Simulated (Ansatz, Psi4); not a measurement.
Here is a job for Psi4.
```
memory 2 GB

molecule {
1 1
  O     0.13464923    0.56165021   -0.32045018
  O    -0.15653641   -0.64820873    0.35880197
  H     1.08363793    0.77080803   -0.07973702
  H    -0.42483443   -1.31694617   -0.30866757
  H    -0.48370607    1.23860633    0.08159027
}

set basis aug-cc-pvdz
set scf_type pk
set puream true
set d_convergence 1e-8
set dft_radial_points 99
set dft_spherical_points 590

energy('wb97x-v')
print_variables()
```

Write the same job for Ansatz (a program for electronic structure).

Several could match; the one computed here: 
Ansatz 0.2 input:
```yaml
crystal:
  periodic: [false, false, false]
  atoms:
    - {symbol: O, position_ang: [0.13464923, 0.56165021, -0.32045018]}
    - {symbol: O, position_ang: [-0.15653641, -0.64820873, 0.35880197]}
    - {symbol: H, position_ang: [1.08363793, 0.77080803, -0.07973702]}
    - {symbol: H, position_ang: [-0.42483443, -1.31694617, -0.30866757]}
    - {symbol: H, position_ang: [-0.48370607, 1.23860633, 0.08159027]}
basis:
  gaussian:
    orbitals: aug-cc-pVDZ
hamiltonian:
  xc: {name: wB97X-V}
total_charge: 1
accuracy: high
```

Both were run: Psi4 gave -151.785119 Eh and Ansatz -151.785118 Eh, 0.000 mEh apart.
